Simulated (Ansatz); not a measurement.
Reaction (ligand exchange at a B–O bond): `CCB(N)O` + H₂S → `CCB(N)S` + H₂O

Computed with Ansatz on PBE0-D4/def2-TZVP structures; ΔE is electronic, products minus reactants. CBS: MP2 limit from def2 TZ/QZ plus the TZ coupled-cluster correction, frozen cores. This one scheme is used for every species. Functionals use def2-TZVPP. HSE06 is defined as in plane-wave codes. One conformer a species, not always the lowest.

`CCB(N)O`:

Z-matrix (Å, degrees):
```
C
C 1 1.527
H 1 1.094 2 111.3
H 1 1.093 2 111.8 3 120.2
H 1 1.092 2 110.9 3 -119.2
B 2 1.578 1 114.1 3 63.5
H 2 1.096 1 110.1 3 -61.6
H 2 1.098 1 109.0 3 -176.8
O 6 1.377 2 117.2 1 43.2
N 6 1.410 2 121.2 1 -137.6
H 9 0.959 6 114.4 2 179.4
H 10 1.004 6 121.7 2 1.3
H 10 1.005 6 124.9 2 -177.5
```

H₂S:

Z-matrix (Å, degrees):
```
S
H 1 1.341
H 1 1.341 2 92.3
```

`CCB(N)S`:

Cartesian coordinates in Å:
```
C 0.929 1.187 0.665
C 0.739 -0.278 0.293
B -0.623 -0.638 -0.415
N -1.591 0.332 -0.687
S -1.000 -2.358 -0.918
H 1.892 1.361 1.150
H 0.893 1.832 -0.218
H 0.154 1.529 1.358
H 0.832 -0.904 1.190
H 1.558 -0.605 -0.359
H -1.459 1.297 -0.441
H -2.470 0.143 -1.136
H 0.146 -2.898 -0.481
```

H₂O:

Z-matrix (Å, degrees):
```
O
H 1 0.960
H 1 0.960 2 105.1
```

```tsv
level	ΔE (eV)
HSE06-D4	0.37
BHLYP	0.57
```

Problem. What does CCSD(T)/CBS give? (Estimate.)

Solution. Computed: +0.39 eV. The listed levels differ from it by -0.02, 0.18 eV.

Largest T1 diagnostic among the species: 0.011.

At CCSD(T), def2-SVP lies +0.21 eV from the extrapolated value and def2-TZVPP +0.05 eV. From BLYP to BHLYP (50 % exact exchange), in def2-TZVPP and without D4, ΔE moves by +0.03 eV. The D4 term adds −0.07 eV with B3LYP and −0.04 eV with PBE0; it sums over pairs of atoms, weighted by their polarisabilities, and B3LYP, whose exchange is more repulsive, gets the larger term.

B3LYP here is the variant with VWN-RPA as its local correlation; programs differ in this.
